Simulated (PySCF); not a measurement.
## Computed properties of CH4BClO, SMILES ClB(O)C

B(Cl)(Me)(OH) (CH4BClO), SMILES CB(O)Cl. Coordinates come from a B3LYP-D3(BJ)/def2-SVP optimisation. One conformer was computed; it need not be the lowest. All values are computed for the isolated molecule unless a solvent is named; none is compared with measurement here.

**Structure.** The optimised structure has Cs symmetry. All 18 harmonic modes at B3LYP-D3(BJ)/def2-SVP (PySCF) are real, so it is a minimum. With heavy atoms numbered as in [B:1]([Cl:2])([CH3:3])[OH:7], the shortest bond between them is B1–O7 at 1.348 Å and the longest B1–Cl2 at 1.799 Å.

**Vibrations.** The strongest infrared lines (harmonic, unscaled, degenerate partners summed) lie at 1170 cm⁻¹ (323 km/mol, H 47 %, B 40 %, O 10 %), 1401 cm⁻¹ (152 km/mol, H 53 %, B 30 %, O 10 %), 637 cm⁻¹ (134 km/mol, H 81 %, O 12 %). The softest mode is at 82 cm⁻¹ and the zero-point energy is 35.7 kcal/mol.

**Electronic structure.** M06-2X/def2-TZVPD (PySCF) places the frontier levels at -10.29 and -0.10 eV, a gap of 10.19 eV, and gives a dipole moment of 0.60 D and a mean polarisability of 45.4 bohr³.

**Excitations.** TDDFT-PBE0/def2-SVPD (PySCF) has S1 at 7.27 eV (171 nm, f = 0.000, dark); the most intense of the 10 singlets computed lies at 8.15 eV (f = 0.09). T1 (TDA) is at 6.99 eV. No vertical singlet excitation falls in the visible range (under 3.1 eV).

**NMR.** GIAO shifts at PBE0/pcSseg-1 (PySCF) (non-relativistic, atoms alike by connectivity averaged): ¹³C at 7.3 ppm against TMS; ¹H from 1.0 to 5.6 ppm against TMS; ¹¹B at 31.9 ppm against BF3. Without spin–orbit terms, shifts of atoms bonded to Cl or Br come out too high.
